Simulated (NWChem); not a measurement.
Species: C2H6FIn; SMILES [CH3][In]([CH3])[F]

All runs: NWChem. All runs use the structure optimised with PBE-D3(BJ)/def2-SVP. No frequency run checked for a minimum. def2 effective core potentials on In; no spin-orbit coupling. Hybrids' shares of exact exchange are those that their runs print; pure functionals count as 0. The functionals differ in more than this share.

| row | share of exact exchange | highest occupied level (eV) |
|---|---|---|
| PBE/def2-SVP | 0.00 | -6.26 |
| N12/def2-SVP | 0.00 | -6.17 |
| TPSSh/def2-SVP | 0.10 | withheld |
| B3LYP/def2-SVP | 0.20 | -7.33 |
| Hartree-Fock/def2-SVP | 1.00 | -10.39 |

Problem. Fit a straight line of the last column on the one before it, predict the withheld value, and compare with the run.

Solution. 
1. Means of the 4 shown rows: x = 0.300, y = -7.537. Slope Σ(x − x̄)(y − ȳ)/Σ(x − x̄)² = -2.811/0.6800 = -4.134; intercept -6.297.
2. The shown rows scatter about the line by 0.124 (root mean square); the largest residual is -0.21, at B3LYP/def2-SVP.
3. At x = 0.10 (TPSSh/def2-SVP; inside the shown range) the line gives -6.71.
4. The run gives -6.87, -0.16 from the line, 1.3 times the scatter.
